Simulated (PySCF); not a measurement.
Isomers of C4H14N2OSi2, mass 162.064 u with the commonest isotopes. Theory: PBE0/pcSseg-1 in PySCF (dipole) on a GFN2-xTB geometry, gas phase. One conformer each, none proved a minimum here; rigid rotors.

Problem. Order these by rotational constant A, smallest first.
A. `[CH3:1][NH:2][Si@@H:3]1[CH2:4][CH2:5][Si@H:6]([O:7][CH3:8])[NH:9]1` with C1–N2–Si3–C4 -77°, C5–Si6–O7–C8 80°, N2–Si3–C4–C5 -98°, Si3–C4–C5–Si6 -33°, C4–C5–Si6–O7 149°, C5–Si6–N9–Si3 -27°
B. `[CH3:1][NH:2][Si@@H:3]1[CH2:4][CH2:5][Si@@H:6]([O:7][CH3:8])[NH:9]1` with C1–N2–Si3–C4 -70°, C5–Si6–O7–C8 -176°, N2–Si3–C4–C5 -144°, Si3–C4–C5–Si6 39°, C4–C5–Si6–O7 -150°, C5–Si6–N9–Si3 9°
C. `[CH3:1][C@@H:2]1[CH2:3][NH:4][Si@:5]([OH:6])([CH2:7][SiH3:8])[NH:9]1` with N4–Si5–O6–H 40°, N4–Si5–C7–Si8 71°, C1–C2–C3–N4 -157°, C2–C3–N4–Si5 33°, C3–N4–Si5–O6 -139°, N4–Si5–N9–C2 -5°

Solution. C (2390 MHz), A (2761 MHz), B (2946 MHz).

Problem. Order these by rotational constant C, smallest first.
A. `[CH3:1][NH:2][Si@@H:3]1[CH2:4][CH2:5][Si@H:6]([O:7][CH3:8])[NH:9]1` with C1–N2–Si3–C4 -77°, C5–Si6–O7–C8 80°, N2–Si3–C4–C5 -98°, Si3–C4–C5–Si6 -33°, C4–C5–Si6–O7 149°, C5–Si6–N9–Si3 -27°
B. `[CH3:1][NH:2][Si@@H:3]1[CH2:4][CH2:5][Si@@H:6]([O:7][CH3:8])[NH:9]1` with C1–N2–Si3–C4 -70°, C5–Si6–O7–C8 -176°, N2–Si3–C4–C5 -144°, Si3–C4–C5–Si6 39°, C4–C5–Si6–O7 -150°, C5–Si6–N9–Si3 9°
C. `[CH3:1][C@@H:2]1[CH2:3][NH:4][Si@:5]([OH:6])([CH2:7][SiH3:8])[NH:9]1` with N4–Si5–O6–H 40°, N4–Si5–C7–Si8 71°, C1–C2–C3–N4 -157°, C2–C3–N4–Si5 33°, C3–N4–Si5–O6 -139°, N4–Si5–N9–C2 -5°

Solution. B (526.9 MHz), A (548.7 MHz), C (609.5 MHz).

Problem. Order these by dipole moment, largest first.
A. `[CH3:1][NH:2][Si@@H:3]1[CH2:4][CH2:5][Si@H:6]([O:7][CH3:8])[NH:9]1` with C1–N2–Si3–C4 -77°, C5–Si6–O7–C8 80°, N2–Si3–C4–C5 -98°, Si3–C4–C5–Si6 -33°, C4–C5–Si6–O7 149°, C5–Si6–N9–Si3 -27°
B. `[CH3:1][C@@H:2]1[CH2:3][NH:4][Si@:5]([OH:6])([CH2:7][SiH3:8])[NH:9]1` with N4–Si5–O6–H 40°, N4–Si5–C7–Si8 71°, C1–C2–C3–N4 -157°, C2–C3–N4–Si5 33°, C3–N4–Si5–O6 -139°, N4–Si5–N9–C2 -5°
C. `[CH3:1][NH:2][Si@@H:3]1[CH2:4][CH2:5][Si@@H:6]([O:7][CH3:8])[NH:9]1` with C1–N2–Si3–C4 -70°, C5–Si6–O7–C8 -176°, N2–Si3–C4–C5 -144°, Si3–C4–C5–Si6 39°, C4–C5–Si6–O7 -150°, C5–Si6–N9–Si3 9°

Solution. B (2.07 D), C (1.93 D), A (0.40 D).

| SMILES | point group | Ia (u·Å²) | Ib (u·Å²) | Ic (u·Å²) | κ | μa (D) | μb (D) | μc (D) |
| --- | --- | --- | --- | --- | --- | --- | --- | --- |
| CN[Si@@H]1CC[Si@@H](OC)N1 | C1 | 171.54 | 854.01 | 959.15 | -0.95 | 0.58 | 1.82 | 0.32 |
| C[C@@H]1CN[Si@](O)(C[SiH3])N1 | C1 | 211.46 | 810.51 | 829.11 | -0.98 | 2.06 | 0.10 | 0.23 |
| CN[Si@@H]1CC[Si@H](OC)N1 | C1 | 183.03 | 855.82 | 921.01 | -0.96 | 0.08 | 0.22 | 0.32 |
